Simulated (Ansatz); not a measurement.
Consider the atomization: `C[NH][Ga]([NH2])[F]` → C• + F• + Ga• + 6 H• + 2 N•.

Program: Ansatz. Geometries: PBE0-D4/def2-TZVP. ΔE: electronic, gas phase. CCSD(T)/CBS adds triple-zeta CCSD(T) − MP2 to the extrapolated MP2 energy (def2 sets, frozen cores). This one scheme is used for every species, atoms too. For atomizations the MP2-based limit and the directly extrapolated one differ by several kJ/mol either way, and by 10 to 25 for some Ge, Se and Sn compounds, so smaller differences from it don't rank the levels. Open shells (•) are unrestricted, without spin–orbit coupling. Spin–orbit coupling would lower the free atoms: a little for C, F; clearly for Ga. For Ga outer-core shells are correlated without core-valence functions, so the limit isn't a true one: a few kJ/mol of doubt a bond, and 10 to 20 or more in all where bonds break to atoms. Scalar relativity is left out up to krypton. One conformer a species, not always the lowest.

```json
{"species": "`C[NH][Ga]([NH2])[F]`", "CCSD(T)/CBS(def2) energy (Eh)": "-2174.88459"}
{"species": "C•", "CCSD(T)/CBS(def2) energy (Eh)": "-37.79194"}
{"species": "F•", "CCSD(T)/CBS(def2) energy (Eh)": "-99.66871"}
{"species": "Ga•", "CCSD(T)/CBS(def2) energy (Eh)": "-1923.88713"}
{"species": "H•", "CCSD(T)/CBS(def2) energy (Eh)": "-0.50000"}
{"species": "N•", "CCSD(T)/CBS(def2) energy (Eh)": "-54.53257"}
```

Question: Work out ΔE.

Answer: ΔE = 6 × (-0.50000) + 2 × (-54.53257) + (-37.79194) + (-99.66871) + (-1923.88713) − (-2174.88459) = 1.47167 Eh = +3863.9 kJ/mol.

Largest T1 diagnostic among the species: 0.013.

In def2-TZVPP, CCSD(T) changes the Hartree–Fock value by +1109.3 kJ/mol (the triples alone add +61.3 kJ/mol) and MP2 by +1182.8 kJ/mol; breaking electron pairs costs correlation energy, which Hartree–Fock lacks. From r2SCAN to r2SCAN0 (25 % exact exchange), in def2-TZVPP and without D4, ΔE moves by −74.7 kJ/mol: exact exchange takes away binding that semilocal exchange gives to molecules. The D4 term adds +31.8 kJ/mol with B3LYP and +16.7 kJ/mol with PBE0; it sums over pairs of atoms, weighted by their polarisabilities, and B3LYP, whose exchange is more repulsive, gets the larger term.

B3LYP here is the variant with VWN-RPA as its local correlation; programs differ in this.
